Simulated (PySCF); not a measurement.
Compound: C₄H₈Si.
Atom-mapped SMILES: `[CH2:1]=[CH:2][SiH:3]1[CH2:4][CH2:5]1`

Structure used (PBE0-D3(BJ)/def2-SVP), in Å, numbered top down from 1:
```
atom  x, y, z in Å
C1     2.100    0.845    1.021
C2     1.968    0.077   -0.067
Si3    0.344   -0.373   -0.856
C4    -1.204   -0.433    0.176
C5    -1.098    0.799   -0.739
H6     3.081    1.084    1.446
H7     1.236    1.274    1.541
H8     2.881   -0.317   -0.532
H9     0.457   -1.264   -2.038
H10   -1.117   -0.256    1.255
H11   -1.988   -1.160   -0.066
H12   -1.817    0.868   -1.563
H13   -0.931    1.764   -0.247
```

NICS is the negative of the GIAO shielding at a point without a nucleus: at the ring centre (0) and 1 Å above and below it (1); zz is the component along the ring normal. Level: GIAO PBE/pcSseg-2 (PySCF, non-relativistic, gas phase) on the PBE0-D3(BJ)/def2-SVP geometry, one conformer.

Ring bond lengths (Å): Si3–C4 1.861, C4–C5 1.539, C5–Si3 1.862.

Task: What do the NICS probes read (ppm)?

Result: 
| ring | type | NICS(0) | NICS(1), two faces | NICS(1)zz, two faces | rms pucker (Å) | centre to ring atoms, mean (Å) |
| --- | --- | --- | --- | --- | --- | --- |
| Si3–C4–C5 | 3-membered ring with Si; formal bonds all single | -26.3 | -6.9 / -7.9 | -16.0 / -17.4 | 0.00 | 1.01 |

Task: What do they say, and how far can they be read as aromaticity?

Result: 
- Si3–C4–C5: mean NICS(1)zz -16.7 ppm, shielded. Si3, C4, C5 have four or more neighbours; no verdict on aromaticity is drawn. NICS(0) lies 19 ppm below the mean NICS(1).

Task: List the ring angles.

Result: 
- Si3–C4–C5: Si3 48.8°, C4 65.6°, C5 65.6°; sum 180.0° against 180° for a flat convex ring.

Task: How do the values depend on the level or the medium?

Result: 
| level | NICS(0), Si3–C4–C5 | mean NICS(1)zz, Si3–C4–C5 |
| --- | --- | --- |
| PBE/pcSseg-2, gas | -26.3 | -16.7 |
| PBE0/pcSseg-1, gas | -26.1 | -16.3 |

The geometry is the same throughout.

On one thread, Arm Neoverse N1 (aarch64), on a shared host, this took 91 s of wall time and 0.93 GiB of memory at its peak. This is the whole shielding run at PBE/pcSseg-2, SCF included.
